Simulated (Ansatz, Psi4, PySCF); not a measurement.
C2H5O (SMILES C[CH]O), doublet, geometry from GFN2-xTB. Base run: CCSD(T)/STO-3G in PySCF.

Here is a job for PySCF.
```python
from pyscf import gto, scf, cc

mol = gto.Mole()
mol.atom = '''
    C     1.19309028   -0.36928823   -0.01550432
    C    -0.00932706    0.48045677   -0.15550838
    O    -1.20582994   -0.08620026    0.22487613
    H    -1.93007401    0.51802160    0.03896304
    H    -0.03898534    1.28106100   -0.87783908
    H     2.07699739    0.24879310    0.13478836
    H     1.06534748   -1.03511733    0.83459159
    H     1.37077470   -0.99016743   -0.90343665
'''
mol.basis = 'sto-3g'
mol.spin = 1
mol.verbose = 3
mol.build()

mf = scf.UHF(mol)
mf.kernel()

mycc = cc.CCSD(mf)
mycc.kernel()
et = mycc.ccsd_t()
print('E(CCSD(T)) = %.10f' % (mycc.e_tot + et))
```

The same geometry, method and basis name were run in Ansatz (a first-principles code) and Psi4 and PySCF, at each program's defaults and at the settings that a row names. The base is PySCF at its defaults. Differences at the defaults can come from grids, fitting, cores and function types together.

```tsv
code and settings	ΔE vs base (mEh)	basis functions	E (Eh)	SCF cycles
PySCF, defaults (exact integrals, spherical functions, all electrons correlated)	0.000	20	-151.66984	11
Psi4, defaults (exact integrals, spherical functions, all electrons correlated)	0.000	20	-151.66984	14
Ansatz, defaults (factorised integrals, spherical functions, frozen core)	0.870	20	-151.66897	-
PySCF, frozen core	0.862	20	-151.66898	11
Psi4, exact integrals, spherical functions, frozen core	0.862	20	-151.66898	14
Ansatz, high accuracy, frozen core	0.862	20	-151.66898	-
```

Open shells are given as the SCF converged; they aren't shown to be the lowest states, and a large step between rows can be another state.
